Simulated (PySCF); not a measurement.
A run for PySCF: R-HF/STO-3G on CH3F (SMILES CF).

```python
from pyscf import gto, scf, dft, mp
from pyscf.data.elements import chemcore

mol = gto.M(
    atom='''
    C     0.45793045   -0.30037067    3.80823210
    F    -0.47775122    0.63870646    3.34951414
    H    -0.07371357   -1.05332838    4.38878364
    H     0.94023001   -0.74932363    2.94149441
    H     1.18383523    0.22148599    4.43078764
    ''',
    basis='sto-3g',
    charge=0, spin=0, verbose=3, max_memory=1800)
mf = scf.RHF(mol)
mf.conv_tol = 1e-8
mf.max_cycle = 100
mf.kernel()
if not mf.converged:
    mf = mf.newton().run(mf.mo_coeff, mf.mo_occ)
```

Output:

```
converged SCF energy = -137.167640874504
```

Self-consistency was reached.

Cost: very roughly 0.10 core-seconds.
